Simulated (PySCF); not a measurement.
Species: C2H7BO3.
SMILES with atom numbers: `[CH3:1][O:2][B:3]([OH:4])[O:5][CH3:6]` (hydrogens: H7, H8, H9 on C1; H10 on O4; H11, H12, H13 on C6)

Method: PySCF 2.14.0, PBE0-D3(BJ)/def2-SVP geometry optimisation, gas phase; density fitting, grid level 1; the optimiser is geomeTRIC in internal coordinates, started from a GFN2-xTB structure with every atom displaced at random (about 0.01 Å).

Step 0: E = -8992.6034 eV
```
atom  x, y, z in Å  |  force x, y, z in eV/Å
C1      1.9674   -0.8825   -0.3057   -1.245   1.906  -0.023
O2      0.5688   -0.5794   -0.1625    0.473  -0.053  -0.130
B3      0.0280    0.6503   -0.4172    1.465   0.090  -0.121
O4      0.8523    1.6992   -0.8105   -1.045  -0.082   0.153
O5     -1.2953    0.8542   -0.2581   -0.414   0.241  -0.032
C6     -2.1591   -0.1664    0.1725   -0.150   0.561   0.224
H7      2.1096   -1.4413   -1.2222    0.192  -0.496  -0.390
H8      2.5505    0.0679   -0.3758   -0.155  -0.527   0.065
H9      2.2677   -1.4362    0.5711    0.316  -0.489   0.404
H10     0.3108    2.5024   -0.9228    0.396  -0.496   0.060
H11    -2.1632   -0.9950   -0.5351   -0.079  -0.362  -0.253
H12    -1.8407   -0.5589    1.1547   -0.175   0.019  -0.037
H13    -3.1814    0.2720    0.2356    0.420  -0.313   0.080
```

Step 1: E = -8992.6580 eV
```
atom  x, y, z in Å  |  force x, y, z in eV/Å
C1      1.8563   -0.8575   -0.2942    0.200  -0.096   0.000
O2      0.5082   -0.5116   -0.1442    0.260  -0.158   0.022
B3      0.0215    0.7277   -0.4077   -0.357  -0.103   0.019
O4      0.8537    1.7258   -0.8130    0.213  -0.358   0.062
O5     -1.3295    0.9095   -0.2536    0.394   0.136  -0.048
C6     -2.0957   -0.1914    0.1675    0.000  -0.071  -0.080
H7      2.0032   -1.4664   -1.2062   -0.072   0.002   0.122
H8      2.5170    0.0186   -0.3765   -0.070   0.110   0.017
H9      2.1841   -1.4511    0.5792   -0.098   0.028  -0.137
H10     0.4246    2.5616   -0.9685   -0.350   0.350  -0.035
H11    -2.0266   -1.0286   -0.5508   -0.045   0.077   0.058
H12    -1.7564   -0.5735    1.1449   -0.044   0.038  -0.006
H13    -3.1449    0.1231    0.2472   -0.031   0.043   0.007
```

**Question.** Estimate the geometry and energy of step 2. (The exact step hangs on the optimiser's Hessian estimate; all steps are aligned on step 1, rigid shifts and turns removed.)

**Answer.** E = -8992.6896 eV, largest force 0.252 eV/Å
```
atom  x, y, z in Å  |  force x, y, z in eV/Å
C1      1.9182   -0.8498   -0.3032    0.134   0.050  -0.027
O2      0.5581   -0.5625   -0.1493   -0.215   0.013   0.024
B3      0.0364    0.6675   -0.4077   -0.126  -0.156   0.107
O4      0.8456    1.6827   -0.8097    0.123   0.197  -0.098
O5     -1.3046    0.8811   -0.2483    0.176  -0.103  -0.018
C6     -2.1417   -0.1682    0.1693    0.015   0.084  -0.035
H7      2.0833   -1.4446   -1.2174   -0.003  -0.011   0.014
H8      2.5283    0.0651   -0.3729   -0.017  -0.021   0.005
H9      2.2642   -1.4416    0.5588   -0.015  -0.012  -0.011
H10     0.3675    2.5059   -0.9449   -0.067  -0.049   0.025
H11    -2.1320   -1.0084   -0.5443   -0.001   0.011  -0.019
H12    -1.8415   -0.5649    1.1527    0.003   0.017   0.022
H13    -3.1665    0.2239    0.2410   -0.007  -0.022   0.011
```

The energy changes by -0.0316 eV. The first-order estimate −F·Δx gives -0.0592 eV and the mean of the old and new forces, exact on a quadratic surface, -0.0326 eV. The step makes an angle of 77° with the force vector and moves no atom by more than 0.108 Å.

What follows is the cost of the whole optimisation. The run took 49 s on Arm Neoverse N1, one thread, shared host with 64 logical CPUs at a one-minute load of 58, and the process peaked at 0.51 GiB of memory.
